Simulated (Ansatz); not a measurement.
The lowest doublet and quartet of C2H3 (SMILES [C]C); geometries from B3LYP-D3(BJ)/def2-TZVP, each state relaxed from the structure named, with no frequency check.
Doublet at the quartet's geometry (charge 0, multiplicity 2):
```xyz
5

C      0.9272     0.0982     0.2719
C     -0.4973    -0.0527    -0.1459
H     -0.5959    -0.8670    -0.8717
H     -0.8579     0.8731    -0.6070
H     -1.1257    -0.2794     0.7222
```

A positive gap puts the quartet lower; no zero-point energy. U- takes an unrestricted doublet. The quartet is unrestricted in single-reference levels. Active spaces average the two states.

Cores are frozen in the correlated methods.

Run with Ansatz (an electronic-structure program). 

```json
[
 {"level": "U-HF/cc-pVTZ (spin-contaminated)", "gap E(doublet) − E(quartet), vertical, at the quartet's geometry (kcal/mol)": "-6.22"},
 {"level": "U-HF/cc-pVQZ (spin-contaminated)", "gap E(doublet) − E(quartet), vertical, at the quartet's geometry (kcal/mol)": "-6.37"},
 {"level": "U-MP2/cc-pVDZ (spin-contaminated)", "gap E(doublet) − E(quartet), vertical, at the quartet's geometry (kcal/mol)": "-15.64"},
 {"level": "U-SCS-MP2/cc-pVDZ (spin-contaminated)", "gap E(doublet) − E(quartet), vertical, at the quartet's geometry (kcal/mol)": "[?]"},
 {"level": "U-CCSD(T)/cc-pVDZ (spin-contaminated)", "gap E(doublet) − E(quartet), vertical, at the quartet's geometry (kcal/mol)": "-23.49"},
 {"level": "U-CCSDT/cc-pVDZ (spin-contaminated)", "gap E(doublet) − E(quartet), vertical, at the quartet's geometry (kcal/mol)": "-23.76"},
 {"level": "U-CCSDT(Q)/cc-pVDZ (spin-contaminated)", "gap E(doublet) − E(quartet), vertical, at the quartet's geometry (kcal/mol)": "-23.82"},
 {"level": "FIC-NEVPT4(SD) on SA-CASSCF(3,3)/cc-pVTZ", "gap E(doublet) − E(quartet), vertical, at the quartet's geometry (kcal/mol)": "-27.10"},
 {"level": "FIC-MRCISD+Q on SA-CASSCF(3,3)/cc-pVTZ", "gap E(doublet) − E(quartet), vertical, at the quartet's geometry (kcal/mol)": "-26.70"}
]
```

**Question.** Fill in the missing entries.

**Answer.** 
- U-SCS-MP2/cc-pVDZ (spin-contaminated), gap E(doublet) − E(quartet), vertical, at the quartet's geometry (kcal/mol): -20.87

Doubts at one or more of the structures used: T1 above 0.05 (U-CCSD(T)/cc-pVDZ (spin-contaminated), U-CCSDT/cc-pVDZ (spin-contaminated), U-CCSDT(Q)/cc-pVDZ (spin-contaminated)).
